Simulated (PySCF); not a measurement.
# Yb(III) with more and more NH3

Computed with PySCF 2.14.0, B3LYP, def2-SVP on the ligands, density fitting, scalar-relativistic core potentials, no spin-orbit coupling, vacuum. The metal has lcecp-1-SVP with ECP59. Each complex is relaxed within the symmetry of its template. Distances are means of the shortest metal–ligand contacts, charges and spins Mulliken's; removal energies are rigid, with the ligand's formal charge and no counterpoise, so too large; for an anion taken off a cation in vacuum most of it is the attraction of opposite charges, and multiply charged cations can part far more cheaply with an electron moved from ligand to metal. lcecp potentials hold a fixed number of 4f electrons in the core, out of states, spins and gaps.

```
     complex     point group  M–NH3 (Å)  charge on M (e)  removal of one NH3 (eV)  strongest infrared band, degenerate modes summed (cm⁻¹)  unstable modes (below −25 cm⁻¹)
 [Yb(NH3)]3+             C3v      2.275             2.43                     6.17                                                        –                                0
[Yb(NH3)6]3+              Ci      2.489             1.09                     2.65                                                        –                        not given
[Yb(NH3)8]3+  S8, nearly D4d      2.576             0.57                     1.87                                                     1344                                0
```

Task: What does the calculation give for [Yb(NH3)4]3+?

Result: point group: C2, M–NH3 (Å): 2.391, charge on M (e): 1.49, removal of one NH3 (eV): 3.71, unstable modes (below −25 cm⁻¹): 2 (soft).
```xyz
17

Yb    0.0000    0.0000    0.0023
N     1.3788    1.3903    1.3748
H     1.1027    1.4503    2.3725
H     2.3771    1.1150    1.4287
H     1.4299    2.3863    1.0908
N    -1.3788   -1.3903    1.3748
H    -1.1027   -1.4503    2.3725
H    -2.3771   -1.1150    1.4287
H    -1.4299   -2.3863    1.0908
N     1.3821   -1.3740   -1.3833
H     1.9876   -2.0495   -0.8810
H     0.8777   -1.9763   -2.0602
H     2.0554   -0.8654   -1.9862
N    -1.3821    1.3740   -1.3833
H    -1.9876    2.0495   -0.8810
H    -0.8777    1.9763   -2.0602
H    -2.0554    0.8654   -1.9862
```

The more ligands, the longer each bond and the weaker the last ligand is held.

Members with unstable modes aren't minima as they stand: saddle points kept by symmetry or, where the modes are soft, flat surfaces and noise. Moved off a saddle point of the template and relaxed again: [Yb(NH3)4]3+. One start shape was tried for each, so a minimum needn't be the lowest isomer.
